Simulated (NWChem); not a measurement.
All runs are NWChem calculations. System: CH3Li, charge 0, spin multiplicity 3, at the geometry of a parent with another charge or spin, in a state set for the comparison that need not be this species' ground state. Its SCF solution wasn't tested for a lower state. Level: UHF/def2-TZVP.

Input file:

```
start mol
memory heap 200 mb stack 900 mb global 1100 mb
geometry units angstroms nocenter noautoz
  Li     0.928723    -1.290739     0.000000
  C     -0.223106     0.310075     0.000000
  H     -0.894857     0.373886     0.879879
  H     -0.894857     0.373886    -0.879879
  H      0.342180     1.263994     0.000000
  symmetry group Cs
end
basis spherical
  * library def2-tzvp
end
scf
  uhf
  nopen 2
  maxiter 100
  thresh 1e-7
  semidirect memsize 60000000 filesize 0
  # guess.movecs holds the orbitals of an unrestricted PBE0 run
  vectors input guess.movecs output mol.movecs
end
task scf energy
```

NWChem printed:

```
             Northwest Computational Chemistry Package (NWChem) 7.3.0
             --------------------------------------------------------

                                NWChem Input Module
                                -------------------

 Scaling coordinates for geometry "geometry" by  1.889725989
 (inverse scale =  0.529177249)

 Turning off AUTOSYM since
 SYMMETRY directive was detected!

                             Geometry "geometry" -> ""
                             -------------------------

 Output coordinates in angstroms (scale by  1.889725989 to convert to a.u.)

  No.       Tag          Charge          X              Y              Z
 ---- ---------------- ---------- -------------- -------------- --------------
    1 Li                   3.0000     0.92872300    -1.29073900     0.00000000
    2 C                    6.0000    -0.22310600     0.31007500     0.00000000
    3 H                    1.0000    -0.89485700     0.37388600     0.87987900
    4 H                    1.0000    -0.89485700     0.37388600    -0.87987900
    5 H                    1.0000     0.34218000     1.26399400     0.00000000

 Effective nuclear repulsion energy (a.u.)      16.1392696152

            Nuclear Dipole moment (a.u.)
            ----------------------------
        X                 Y               Z
 ---------------- ---------------- ----------------
    -0.0000018897    -0.0000018897     0.0000000000

      Symmetry information
      --------------------

 Group name             Cs
 Group number              2
 Group order               2
 No. of unique centers     4

      Symmetry unique atoms

     1    2    3    5


 Summary of "ao basis" -> "" (spherical)
 ------------------------------------------------------------------------------
       Tag                 Description            Shells   Functions and Types
 ---------------- ------------------------------  ------  ---------------------
 *                         def2-tzvp                  on all atoms

 Summary of "ao basis" -> "ao basis" (spherical)
 ------------------------------------------------------------------------------
[...]
    60      0.274296  5 H  s                  4     -0.205664  1 Li s
    10      0.191648  1 Li py                27      0.183243  2 C  py

 Vector    8  Occ=0.000000D+00  E= 1.195031D-01  Symmetry=a'
              MO Center=  9.9D-01, -1.4D+00,  4.7D-11, r^2= 5.6D+00
   Bfn.  Coefficient  Atom+Function         Bfn.  Coefficient  Atom+Function
  ----- ------------  ---------------      ----- ------------  ---------------
     9      0.829618  1 Li px                10      0.596930  1 Li py

 center of mass
 --------------
 x =   0.20404962 y =  -0.28358713 z =   0.00000000

 moments of inertia (a.u.)
 ------------------
          56.417707480898          32.574768358643           0.000000000000
          32.574768358643          34.583610503183           0.000000000000
           0.000000000000           0.000000000000          79.856096711645

  Mulliken analysis of the total density
  --------------------------------------

    Atom       Charge   Shell Charges
 -----------   ------   -------------------------------------------------------
    1 Li   3     3.06   0.36  1.30  0.33  0.32  0.61  0.04  0.10  0.00
    2 C    6     6.46   0.86  1.12  0.49  0.75  0.09  1.18  1.46  0.45  0.01  0.03  0.00
    3 H    1     0.83   0.25  0.46  0.09  0.02
    4 H    1     0.83   0.25  0.46  0.09  0.02
    5 H    1     0.83   0.25  0.46  0.09  0.02

  Mulliken analysis of the alpha density
  --------------------------------------

    Atom       Charge   Shell Charges
 -----------   ------   -------------------------------------------------------
    1 Li   3     2.06   0.18  0.65  0.15  0.32  0.61  0.04  0.10  0.00
    2 C    6     3.75   0.43  0.56  0.27  0.43  0.03  0.76  0.96  0.29  0.01  0.01  0.00
    3 H    1     0.40   0.12  0.22  0.04  0.01
    4 H    1     0.40   0.12  0.22  0.04  0.01
    5 H    1     0.40   0.12  0.22  0.04  0.01

   Mulliken analysis of the beta density
   -------------------------------------

    Atom       Charge   Shell Charges
 -----------   ------   -------------------------------------------------------
    1 Li   3     1.00   0.18  0.64  0.18  0.00 -0.00  0.00 -0.00  0.00
    2 C    6     2.71   0.43  0.56  0.22  0.33  0.06  0.43  0.50  0.16  0.01  0.02  0.00
    3 H    1     0.43   0.13  0.24  0.05  0.01
    4 H    1     0.43   0.13  0.24  0.05  0.01
    5 H    1     0.43   0.13  0.24  0.05  0.01

   Mulliken analysis of the spin density
   -------------------------------------

    Atom       Charge   Shell Charges
 -----------   ------   -------------------------------------------------------
    1 Li   3     1.07   0.00  0.01 -0.03  0.32  0.61  0.04  0.11  0.00
    2 C    6     1.04   0.00 -0.00  0.05  0.10 -0.02  0.33  0.46  0.13 -0.00 -0.00 -0.00
    3 H    1    -0.03  -0.00 -0.02 -0.01  0.00
    4 H    1    -0.03  -0.00 -0.02 -0.01  0.00
    5 H    1    -0.03  -0.00 -0.02 -0.01  0.00

       Multipole analysis of the density wrt the origin
       ------------------------------------------------

     L   x y z        total         alpha         beta         nuclear
     -   - - -        -----         -----         ----         -------
     0   0 0 0     -0.000000     -7.000000     -5.000000     12.000000

     1   1 0 0     -1.185992     -1.886662      0.700672     -0.000002
     1   0 1 0      1.648294      2.622082     -0.973786     -0.000002
     1   0 0 1     -0.000000     -0.000000     -0.000000      0.000000

     2   2 0 0    -15.570278    -22.996640     -9.017897     16.444259
     2   1 1 0      4.187661     14.318113      5.039180    -15.169632
     2   1 0 1     -0.000000      0.000000     -0.000000      0.000000
     2   0 2 0    -18.377180    -32.593737    -12.395596     26.612153
     2   0 1 1      0.000000      0.000000      0.000000      0.000000
     2   0 0 2    -12.557140    -12.694387     -5.392096      5.529344

 Task  times  cpu:        0.3s     wall:        0.3s

 Total times  cpu:        0.3s     wall:        0.3s
```
